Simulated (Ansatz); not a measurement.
Cost and result up the ladder for `Cn1cccc1-c1ccc(-c2ccc(-c3cccn3C)n2C)n1C` (46 atoms). Total charge 0; singlet. Geometry: PBE-D4/def2-SVP.

```xyz
46

C     0.968    1.572    5.511
N     1.650    2.309    4.464
C     2.328    3.491    4.663
C     2.832    3.927    3.443
C     2.449    2.967    2.468
C     1.717    1.960    3.117
C     1.118    0.741    2.594
C     1.120   -0.565    3.110
C     0.410   -1.391    2.204
C    -0.020   -0.589    1.141
C    -0.846   -0.967    0.001
C    -2.084   -1.618    0.005
C    -2.460   -1.842   -1.342
C    -1.444   -1.327   -2.163
C    -1.339   -1.283   -3.614
C    -0.933   -0.245   -4.467
C    -1.041   -0.710   -5.805
C    -1.509   -2.018   -5.745
N    -1.682   -2.365   -4.423
C    -2.134   -3.666   -3.973
N    -0.462   -0.802   -1.329
C     0.836   -0.323   -1.760
N     0.412    0.712    1.395
C     0.027    1.875    0.620
H     0.109    1.023    5.083
H     1.637    0.835    6.005
H     0.599    2.281    6.277
H     2.393    3.934    5.664
H     3.417    4.839    3.277
H     2.703    2.975    1.402
H     1.637   -0.882    4.022
H     0.240   -2.470    2.276
H    -2.653   -1.866    0.908
H    -3.398   -2.281   -1.699
H    -0.626    0.756   -4.142
H    -0.808   -0.152   -6.719
H    -1.728   -2.738   -6.542
H    -1.801   -4.440   -4.692
H    -3.241   -3.717   -3.888
H    -1.704   -3.889   -2.978
H     0.822    0.755   -2.023
H     1.567   -0.478   -0.943
H     1.161   -0.884   -2.657
H    -0.129    2.738    1.296
H    -0.914    1.654    0.081
H     0.802    2.163   -0.121
```

Ansatz on 2 threads of AMD EPYC 7R13 on a shared host and a share (18 GiB) of an NVIDIA H100 80GB HBM3. Times are rough, and most runs start from the orbitals of an earlier one. CAM-B3LYP-D4/def2-TZVP serves as the yardstick here, not as an exact answer. Differences are given only for rows in sets of like size (and for xTB, whose basis is part of the method), since another set adds its own error. Binding counts from free atoms at the same level (C triplet, N quartet, H doublet; other spins of the atoms weren't run), without zero-point energy or a counterpoise term.

B3LYP takes the VWN-RPA correlation. Correlated methods freeze 24 core orbitals. The rows differ in basis, and correlated rows in double-zeta sets carry the largest basis error. Single mean-field runs in def2-SVP, def2-TZVP are fitted with def2-universal-jkfit.

Run but left out: HF/STO-3G, HF/6-31G, HF/def2-TZVP (restricted singlet, unstable in another Hartree–Fock run and untested here).

Correlated methods converge slowly with the basis, most of all in double-zeta sets.

| level | functions | binding energy per atom (eV) | difference from CAM-B3LYP-D4/def2-TZVP (eV) | remarks |
| --- | --- | --- | --- | --- |
| r2SCAN-D4/def2-TZVP (with forces) | 876 | 4.84 | 0.00 | – |
| CAM-B3LYP-D4/def2-TZVP | 876 | 4.83 | 0.00 | – |
| PBE0-D4/def2-TZVP | 876 | 4.90 | 0.07 | – |
| B3LYP-D4/def2-TZVP | 876 | 4.82 | -0.01 | – |
| PBE0-D4/def2-SVP | 446 | 4.98 | – | – |
| MP2/def2-SVP | 446 | 4.74 | – | restricted SCF unstable |
| PBE-D4/def2-TZVP (with forces) | 876 | 5.01 | 0.18 | – |
| B3LYP-D4/6-31G | 260 | 4.71 | – | – |
| PBE-D4/def2-SVP | 446 | 5.10 | – | – |

Q: Estimate how long each takes.

A: PBE-D4/def2-SVP 6.5 s; B3LYP-D4/6-31G 6.5 s; PBE0-D4/def2-SVP 6.5 s; PBE0-D4/def2-TZVP 7 s; B3LYP-D4/def2-TZVP 8 s; CAM-B3LYP-D4/def2-TZVP 9.5 s; MP2/def2-SVP 10 s; PBE-D4/def2-TZVP (with forces) 12 s; r2SCAN-D4/def2-TZVP (with forces) 14 s. On shared hardware such times vary by a factor of up to 3.
